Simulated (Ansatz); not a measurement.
The lowest doublet and quartet of CF (SMILES [C]F); geometries from B3LYP-D3(BJ)/def2-TZVP, each state relaxed from the structure named, with no frequency check.
Doublet (charge 0, multiplicity 2):
```xyz
2

C      0.0000     0.0000    -0.7653
F      0.0000     0.0000     0.5102
```

A positive gap puts the quartet lower; no zero-point energy. U- takes an unrestricted doublet. The quartet is unrestricted in single-reference levels. Active spaces average the two states.

Cores are frozen in the correlated methods.

The values were computed with Ansatz (an electronic-structure program) with Gaussian orbitals. Values without a source in brackets are computed.

| level | gap E(doublet) − E(quartet), vertical, at the doublet's geometry (kJ/mol) |
|---|---|
| U-PBE0/def2-TZVPP | -324.6 |
| U-wB97X-V/def2-TZVPP | (withheld) |
| U-MP2/cc-pVTZ | -321.7 |
| U-MP2/cc-pVQZ | -325.1 |
| U-CCSD/cc-pVTZ | -336.0 |
| U-CCSD(T)/cc-pVDZ | -337.9 |
| U-CCSDT/cc-pVDZ | -338.5 |
| U-CCSDT(Q)/cc-pVTZ | -346.1 |
| FIC-MRCISD+Q on SA-CASSCF(3,4)/cc-pVQZ | -343.0 |

**Question.** Some entries are withheld; supply them.

**Answer.** 
- U-wB97X-V/def2-TZVPP, gap E(doublet) − E(quartet), vertical, at the doublet's geometry (kJ/mol): -371.6
